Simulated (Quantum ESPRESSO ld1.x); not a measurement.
Results of a calculation; reference values are marked as such.
Task: These are the eigenvalues of the occupied orbitals of an atom or ion with whole-number occupations (hartree). Code: ld1.x of Quantum ESPRESSO 7.5. Model: Dirac Kohn-Sham, relativistic LDA (MacDonald-Vosko exchange, VWN5 correlation), spin-unpolarised, spherical densities, point nucleus.

| orbital | eigenvalue |
|---|---|
| 1s1/2 | -1625.22 |
| 2s1/2 | -341.250 |
| 2p1/2 | -329.187 |
| 2p3/2 | -311.243 |
| 3s1/2 | -132.832 |
| 3p1/2 | -128.389 |
| 3p3/2 | -123.872 |

Which element is it, and in what charge state? The configuration may be excited. Open shells, if any, are shared by 2j + 1.

Result: Z = 59, praseodymium, charge +43: Pr43+ in [Ne] 3s2 3p4. The list shows which subshells hold electrons but not how many an open one holds; the 1s level, -1625.2 hartree, gives Z - s = 57.0 by -(Z - s)^2/2, which with screening and relativity narrows Z to a few neighbours, and the depths of the outer levels then fix element, charge and occupations together.
